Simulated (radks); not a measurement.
Species: B. Configuration: [He] 2s2 2p1. Method: scalar-relativistic Kohn-Sham, PBE, spin-unpolarised, spherical densities, finite nucleus; Fermi nuclear charge, rms radius 2.406 fm; computed with a radial shooting solver on a logarithmic mesh with Libxc functionals. Some entries of the table are withheld. Estimate them.

orbital  occ.  eigenvalue (eV)  <r> (bohr)
1s          2        -180.5901      0.3294
2s          2              (1)       1.952
2p          1              (2)         (3)

Answer. 
(1) 2s eigenvalue (eV): -9.4431
(2) 2p eigenvalue (eV): -3.6068
(3) 2p <r> (bohr): 2.301
